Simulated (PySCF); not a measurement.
Al(All)(Cl)2, C3H5AlCl2, SMILES C=C[CH2][Al]([Cl])[Cl] (B3LYP/def2-SVP optimised geometry):

```
11

Al    -0.023     0.281     0.000
C     -1.037    -1.386     0.116
C     -0.913    -1.787     1.561
C     -1.773    -1.480     2.544
H     -0.622    -2.154    -0.556
H     -2.085    -1.194    -0.166
H     -0.002    -2.341     1.825
H     -2.700    -0.930     2.349
H     -1.583    -1.782     3.577
Cl     2.085     0.281     0.000
Cl    -0.987     2.154     0.000
```

Computed with B3LYP/def2-TZVP (PySCF).

Task: What are the frontier orbital energies and the dipole moment?

Result: HOMO-2 -9.08 eV, HOMO-1 -8.84 eV, HOMO -7.01 eV, LUMO -1.35 eV, LUMO+1 -0.75 eV; dipole moment 1.96 D.

On the same geometry PBE/def2-TZVP run with PySCF gives HOMO-2 -7.97 eV, HOMO-1 -7.72 eV, HOMO -6.16 eV, LUMO -1.96 eV, LUMO+1 -1.35 eV; dipole moment 1.92 D.

Meta-Löwdin charges at B3LYP/def2-TZVP: Al1 0.89, C2 -0.49, C3 -0.09, C4 -0.28, H5 0.13, H6 0.13, H7 0.12, H8 0.11, H9 0.12, Cl10 -0.33, Cl11 -0.32.
